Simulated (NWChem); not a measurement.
The numbers come from NWChem runs, not from measurements. System: CClF₃, charge 1, spin multiplicity 2, at the geometry of a parent with another charge or spin, in a state set for the comparison that need not be this species' ground state. Its SCF solution wasn't tested for a lower state. Level: UPBE/def2-TZVPD.

The NWChem input:

```
start mol
memory heap 200 mb stack 900 mb global 1100 mb
charge 1
geometry units angstroms nocenter noautoz
  F      0.854806     0.564727     1.078109
  C      0.355326    -0.024606     0.000000
  F      0.854806     0.564727    -1.078109
  F      0.725774    -1.298137     0.000000
  Cl    -1.414731     0.097987     0.000000
  symmetry group Cs
end
basis spherical
  * library def2-tzvpd
end
dft
  xc xpbe96 cpbe96
  odft
  mult 2
  semidirect memsize 60000000 filesize 0
  iterations 100
end
task dft energy
```

NWChem printed:

```
             Northwest Computational Chemistry Package (NWChem) 7.3.0
             --------------------------------------------------------

                                NWChem Input Module
                                -------------------

 Scaling coordinates for geometry "geometry" by  1.889725989
 (inverse scale =  0.529177249)

 Turning off AUTOSYM since
 SYMMETRY directive was detected!

                             Geometry "geometry" -> ""
                             -------------------------

 Output coordinates in angstroms (scale by  1.889725989 to convert to a.u.)

  No.       Tag          Charge          X              Y              Z
 ---- ---------------- ---------- -------------- -------------- --------------
    1 F                    9.0000     0.85480600     0.56472700     1.07810900
    2 C                    6.0000     0.35532600    -0.02460600     0.00000000
    3 F                    9.0000     0.85480600     0.56472700    -1.07810900
    4 F                    9.0000     0.72577400    -1.29813700     0.00000000
    5 Cl                  17.0000    -1.41473100     0.09798700     0.00000000

 Effective nuclear repulsion energy (a.u.)     249.7376027744

            Nuclear Dipole moment (a.u.)
            ----------------------------
        X                 Y               Z
 ---------------- ---------------- ----------------
     0.0000056692    -0.0000075589     0.0000000000

      Symmetry information
      --------------------

 Group name             Cs
 Group number              2
 Group order               2
 No. of unique centers     4

      Symmetry unique atoms

     1    2    4    5


 Summary of "ao basis" -> "" (spherical)
 ------------------------------------------------------------------------------
       Tag                 Description            Shells   Functions and Types
 ---------------- ------------------------------  ------  ---------------------
 *                         def2-tzvpd                 on all atoms

  pbe96 is a nonlocal functional; adding pw91lda local functional.

                                 NWChem DFT Module
                                 -----------------

 Summary of "ao basis" -> "ao basis" (spherical)
 ------------------------------------------------------------------------------
       Tag                 Description            Shells   Functions and Types
 ---------------- ------------------------------  ------  ---------------------
 F                         def2-tzvpd               14       40   6s4p3d1f
 C                         def2-tzvpd               13       37   6s3p3d1f
 Cl                        def2-tzvpd               16       46   6s6p3d1f

 Summary of "ao basis" -> "ao basis" (spherical)
 ------------------------------------------------------------------------------
       Tag                 Description            Shells   Functions and Types
 ---------------- ------------------------------  ------  ---------------------
 F                         def2-tzvpd               14       40   6s4p3d1f
 C                         def2-tzvpd               13       37   6s3p3d1f
 Cl                        def2-tzvpd               16       46   6s6p3d1f

      Symmetry analysis of basis
      --------------------------

        a'        123
        a"         80

            General Information
            -------------------
          SCF calculation type: DFT
          Wavefunction type:  spin polarized.
          No. of atoms     :     5
          No. of electrons :    49
           Alpha electrons :    25
            Beta electrons :    24
          Charge           :     1
          Spin multiplicity:     2
          Use of symmetry is: on ; symmetry adaption is: on
          Maximum number of iterations: 100
          AO basis - number of functions:   203
                     number of shells:    71
          Convergence on energy requested:  1.00D-06
          Convergence on density requested:  1.00D-05
          Convergence on gradient requested:  5.00D-04

              XC Information
              --------------
          PerdewBurkeErnzerhof Exchange Functional  1.000
            Perdew 1991 LDA Correlation Functional  1.000 local
           PerdewBurkeErnz. Correlation Functional  1.000 non-local

             Grid Information
             ----------------
          Grid used for XC integration:  medium
          Radial quadrature: Mura-Knowles
          Angular quadrature: Lebedev.
          Tag              B.-S. Rad. Rad. Pts. Rad. Cut. Ang. Pts.
          ---              ---------- --------- --------- ---------
          F                   0.50       49          12.0       434
          C                   0.70       49          11.0       434
          Cl                  1.00       88          11.0       590
          Grid pruning is: on
          Number of quadrature shells:   235
          Spatial weights used:  Erf1

          Convergence Information
          -----------------------
          Convergence aids based upon iterative change in
          total energy or number of iterations.
          Levelshifting, if invoked, occurs when the
          HOMO/LUMO gap drops below (HL_TOL):  1.00D-02
          DIIS, if invoked, will attempt to extrapolate
          using up to (NFOCK): 10 stored Fock matrices.

                    Damping( 0%)  Levelshifting(0.5)       DIIS
                  --------------- ------------------- ---------------
          dE  on:    start            ASAP                start
          dE off:    2 iters        100 iters           100 iters

      Screening Tolerance Information
[...]
                     DFT Final Beta Molecular Orbital Analysis
                     -----------------------------------------

 Vector   22  Occ=1.000000D+00  E=-6.478398D-01  Symmetry=a'
              MO Center=  1.2D-01,  1.6D-01, -1.5D-14, r^2= 2.7D+00
   Bfn.  Coefficient  Atom+Function         Bfn.  Coefficient  Atom+Function
  ----- ------------  ---------------      ----- ------------  ---------------
   173      0.334073  5 Cl px                 7      0.265210  1 F  px
    84      0.265210  3 F  px                10      0.212831  1 F  px
    87      0.212831  3 F  px               124      0.187058  4 F  px
   170      0.158876  5 Cl px               127      0.150969  4 F  px
   176      0.139562  5 Cl px               164     -0.127893  5 Cl px

 Vector   23  Occ=1.000000D+00  E=-6.207962D-01  Symmetry=a"
              MO Center=  7.9D-01,  7.7D-02,  2.7D-14, r^2= 2.0D+00
   Bfn.  Coefficient  Atom+Function         Bfn.  Coefficient  Atom+Function
  ----- ------------  ---------------      ----- ------------  ---------------
     8      0.278722  1 F  py                85     -0.278722  3 F  py
   126      0.279997  4 F  pz                11      0.224137  1 F  py
    88     -0.224137  3 F  py               129      0.225090  4 F  pz
     9     -0.173938  1 F  pz                86     -0.173938  3 F  pz
   132      0.146714  4 F  pz                14      0.144936  1 F  py

 Vector   24  Occ=1.000000D+00  E=-6.073833D-01  Symmetry=a"
              MO Center= -6.5D-01,  2.3D-01,  2.4D-14, r^2= 2.4D+00
   Bfn.  Coefficient  Atom+Function         Bfn.  Coefficient  Atom+Function
  ----- ------------  ---------------      ----- ------------  ---------------
   175      0.500657  5 Cl pz               178      0.243786  5 Cl pz
   172      0.233248  5 Cl pz                 7      0.200401  1 F  px
    84     -0.200401  3 F  px               166     -0.187748  5 Cl pz
    10      0.161912  1 F  px                87     -0.161912  3 F  px
     9     -0.098994  1 F  pz                13      0.098622  1 F  px

 Vector   25  Occ=0.000000D+00  E=-6.024621D-01  Symmetry=a'
              MO Center= -9.0D-01, -7.3D-03, -2.0D-15, r^2= 2.1D+00
   Bfn.  Coefficient  Atom+Function         Bfn.  Coefficient  Atom+Function
  ----- ------------  ---------------      ----- ------------  ---------------
   174      0.528310  5 Cl py               177      0.262687  5 Cl py
   171      0.247830  5 Cl py               165     -0.200173  5 Cl py
   124     -0.187305  4 F  px               127     -0.152540  4 F  px
     7      0.104929  1 F  px                84      0.104929  3 F  px
   130     -0.093000  4 F  px               168     -0.088995  5 Cl py

 Vector   26  Occ=0.000000D+00  E=-3.340489D-01  Symmetry=a'
              MO Center= -8.2D-01,  5.6D-02, -1.4D-15, r^2= 2.1D+00
   Bfn.  Coefficient  Atom+Function         Bfn.  Coefficient  Atom+Function
  ----- ------------  ---------------      ----- ------------  ---------------
    44      0.514323  2 C  s                173     -0.401635  5 Cl px
   176     -0.376207  5 Cl px                47     -0.371457  2 C  px
    50     -0.342177  2 C  px                45      0.270545  2 C  s
    43      0.236001  2 C  s                162     -0.222279  5 Cl s
   161     -0.213702  5 Cl s                170     -0.182674  5 Cl px

 Vector   27  Occ=0.000000D+00  E=-1.965199D-01  Symmetry=a'
              MO Center= -1.5D-01, -7.7D-02,  1.1D-14, r^2= 2.6D+00
   Bfn.  Coefficient  Atom+Function         Bfn.  Coefficient  Atom+Function
  ----- ------------  ---------------      ----- ------------  ---------------
    48      0.408891  2 C  py                51      0.381959  2 C  py
    54      0.353049  2 C  py               192      0.182776  5 Cl d -2
   187      0.179866  5 Cl d -2             125      0.176976  4 F  py
   121      0.168577  4 F  s                177     -0.168438  5 Cl py
   122      0.165576  4 F  s                128      0.143911  4 F  py

   alpha - beta orbital overlaps
   -----------------------------

   alpha      1      2      3      4      5      6      7      8      9     10
    beta      1      2      3      4      5      6      8      7      9     10
 overlap   1.000  1.000  1.000  1.000  1.000  1.000  0.985  0.985  1.000  1.000

   alpha     11     12     13     14     15     16     17     18     19     20
    beta     11     12     13     14     15     17     16     19     18     20
 overlap   1.000  1.000  0.998  0.998  0.969  0.969  1.000  0.789  0.997  0.633

   alpha     21     22     23     24     25     26     27     28     29     30
    beta     21     22     25     23     24     26     27     28     29     30
 overlap   0.994  0.886  0.806  0.966  0.964  0.999  0.997  1.000  0.997  0.994

   alpha     31     32     33     34     35     36     37     38     39     40
    beta     31     32     34     33     35     36     38     37     39     40
 overlap   0.991  0.967  0.979  0.961  0.998  0.997  0.993  0.999  0.989  0.993

   alpha     41     42     43     44     45     46     47     48     49     50
    beta     41     43     42     44     45     47     46     48     49     50
 overlap   0.985  0.978  0.994  0.999  1.000  0.991  1.000  0.997  0.997  1.000

   alpha     51     52     53     54     55     56     57     58     59     60
    beta     51     52     54     53     56     55     57     59     58     60
 overlap   0.997  0.998  0.996  0.998  0.994  1.000  0.959  0.949  0.991  0.995

   alpha     61     62     63     64     65     66     67     68     69     70
    beta     62     61     64     63     65     66     67     68     70     69
 overlap   0.939  0.972  0.958  0.980  0.949  0.996  1.000  0.984  0.983  1.000

   alpha     71     72     73     74     75     76     77     78     79     80
    beta     71     72     73     74     75     76     77     78     80     79
 overlap   1.000  1.000  0.982  0.980  1.000  0.988  1.000  0.964  0.955  0.999

   alpha     81     82     83     84     85     86     87     88     89     90
    beta     81     82     83     85     84     86     87     88     89     90
 overlap   0.999  0.998  1.000  0.999  1.000  0.999  0.999  1.000  1.000  0.984

   alpha     91     92     93     94     95     96     97     98     99    100
    beta     91     92     93     94     95     96     97     98     99    100
 overlap   0.998  0.970  0.997  0.964  0.999  0.984  0.999  1.000  0.743  0.742

   alpha    101    102    103    104    105    106    107    108    109    110
    beta    101    104    103    102    106    105    107    110    108    109
 overlap   1.000  0.853  0.992  0.848  0.957  0.989  0.959  0.972  0.995  0.980

   alpha    111    112    113    114    115    116    117    118    119    120
    beta    113    111    112    114    115    117    116    118    119    120
 overlap   0.948  0.967  0.960  0.987  0.994  0.993  0.996  0.999  0.995  0.995

   alpha    121    122    123    124    125    126    127    128    129    130
    beta    121    123    122    124    125    126    128    127    129    130
 overlap   0.996  0.992  1.000  0.997  0.993  1.000  0.996  0.999  0.998  0.996

   alpha    131    132    133    134    135    136    137    138    139    140
    beta    131    132    134    133    135    136    137    138    139    140
 overlap   0.995  1.000  0.999  1.000  1.000  1.000  1.000  1.000  0.998  1.000

   alpha    141    142    143    144    145    146    147    148    149    150
    beta    141    142    143    145    144    146    147    149    150    148
 overlap   0.998  1.000  1.000  0.999  1.000  1.000  0.974  0.974  0.992  0.992

   alpha    151    152    153    154    155    156    157    158    159    160
    beta    151    152    153    154    155    156    157    158    159    160
 overlap   1.000  1.000  1.000  1.000  1.000  1.000  1.000  1.000  1.000  0.989

   alpha    161    162    163    164    165    166    167    168    169    170
    beta    161    162    163    164    165    166    167    168    169    170
 overlap   0.976  0.990  0.977  0.993  0.994  0.998  1.000  1.000  1.000  0.999

   alpha    171    172    173    174    175    176    177    178    179    180
    beta    171    172    173    174    175    176    177    178    179    180
 overlap   0.999  1.000  0.997  0.997  1.000  1.000  1.000  0.999  1.000  0.999

   alpha    181    182    183    184    185    186    187    188    189    190
    beta    181    182    183    184    185    186    187    188    189    190
 overlap   0.996  1.000  0.996  0.999  1.000  1.000  0.997  1.000  0.997  1.000

   alpha    191    192    193    194    195    196    197    198    199    200
    beta    191    192    193    194    195    196    197    198    199    200
 overlap   1.000  1.000  1.000  1.000  1.000  1.000  1.000  1.000  1.000  1.000

   alpha    201    202    203
    beta    201    202    203
 overlap   1.000  1.000  1.000

     --------------------------
     Expectation value of S2:
     --------------------------
      <S2> =      0.7524 (Exact =     0.7500)

 center of mass
 --------------
 x =   0.01928247 y =  -0.00133574 z =   0.00000000

 moments of inertia (a.u.)
 ------------------
         316.540981887655          16.101504871258           0.000000000000
          16.101504871258         547.904537986497           0.000000000000
           0.000000000000           0.000000000000         549.017671749171

     Multipole analysis of the density
     ---------------------------------

     L   x y z        total         alpha         beta         nuclear
     -   - - -        -----         -----         ----         -------
     0   0 0 0      1.000000    -25.000000    -24.000000     50.000000

     1   1 0 0     -1.259543      0.242214     -1.501763      0.000006
     1   0 1 0      0.017980      0.016878      0.001110     -0.000008
     1   0 0 1      0.000000      0.000000      0.000000      0.000000

     2   2 0 0    -15.458756   -105.151291    -98.415543    188.108078
     2   1 1 0     -0.518595      3.937335      3.397905     -7.853836
     2   1 0 1     -0.000000     -0.000000     -0.000000      0.000000
     2   0 2 0    -20.674137    -49.249543    -46.680464     75.255870
     2   0 1 1      0.000000      0.000000     -0.000000      0.000000
     2   0 0 2    -21.877498    -48.763989    -47.826396     74.712887

 Task  times  cpu:      231.8s     wall:      231.8s

 Total times  cpu:      231.9s     wall:      231.9s
```
